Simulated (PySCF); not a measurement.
Mg(F)(Et) (C2H5FMg), SMILES [CH2](C)[Mg][F]. Atoms are numbered in the order given.

```xyz
9

Mg     0.1491    -0.7668     0.0000
F     -0.2606    -2.4873     0.0000
C      0.6429     1.2721     0.0000
C     -0.5455     2.2482     0.0000
H      1.2877     1.4622    -0.8779
H      1.2877     1.4622     0.8779
H     -1.1914     2.1182     0.8852
H     -1.1914     2.1182    -0.8852
H     -0.2207     3.3050     0.0000
```

Geometry: B3LYP-D3(BJ)/def2-SVP. The values are those of a single conformer.

Computed with B3LYP/pcJ-1 (PySCF).

Isotropic couplings with Fermi-contact, spin-dipole and both spin-orbit terms, one fixed conformer, no vibrational averaging. Isotopes: 13C, 19F, 1H.

| pair | bonds apart | J (Hz) |
|---|---|---|
| C3–C4 | 1 | ? |
| C3–H5 | 1 | 129.3 |
| C3–H6 | 1 | 129.3 |
| C4–H7 | 1 | 131.3 |
| C4–H8 | 1 | 131.3 |
| C4–H9 | 1 | 133.5 |
| F2–C3 | 2 | 18.5 |
| C3–H7 | 2 | ? |
| C3–H8 | 2 | ? |
| C3–H9 | 2 | ? |
| C4–H5 | 2 | -4.2 |
| C4–H6 | 2 | -4.2 |
| H5–H6 | 2 | -14.4 |
| H7–H8 | 2 | ? |
| H7–H9 | 2 | ? |
| H8–H9 | 2 | ? |
| F2–C4 | 3 | ? |
| H5–H7 | 3 | 19.0 |
| H5–H8 | 3 | 3.6 |
| H5–H9 | 3 | 5.5 |
| H6–H7 | 3 | 3.6 |
| H6–H8 | 3 | 19.0 |
| H6–H9 | 3 | 5.5 |
| F2–H7 | 4 | 0.4 |
| F2–H8 | 4 | 0.4 |
| F2–H9 | 4 | 7.3 |

### Question
Complete the blanks. (Estimate from the structure and the level; the computed values follow.)

### Answer

- C3–C4, J (Hz): 35.2
- C3–H7, J (Hz): -1.5
- C3–H8, J (Hz): -1.5
- C3–H9, J (Hz): -5.9
- H7–H8, J (Hz): -14.0
- H7–H9, J (Hz): -13.6
- H8–H9, J (Hz): -13.6
- F2–C4, J (Hz): -0.9
